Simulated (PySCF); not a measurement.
Method: PBE-D3(BJ)/def2-TZVP // BP86-D3(BJ)/def2-SVP (PySCF). Isolated molecules, 0 K electronic values unless said otherwise. One relaxed conformer stands for a flexible species; it need not be the lowest. 

Reference species: [Zn(CH3)2] (neutral, multiplicity 1).

```yaml
charge on the central atom (Mulliken): 0.31 e
mean_distance_from_the_central_atom_to_its_bonded_neighbours: 1.948 Å
```

Changed species: [Zn(NH2)(CH3)] (1 of 2 NH2 replaced by CH3; the reference has 2 of 2 NH2 replaced by CH3).

Question: Give the shifts of the charge on the central atom (Mulliken) and mean distance from the central atom to its bonded neighbours.

Answer: the charge on the central atom (Mulliken) goes up by 0.02 e, to 0.33 e; the mean distance from the central atom to its bonded neighbours decreases by 0.062 Å, to 1.886 Å.
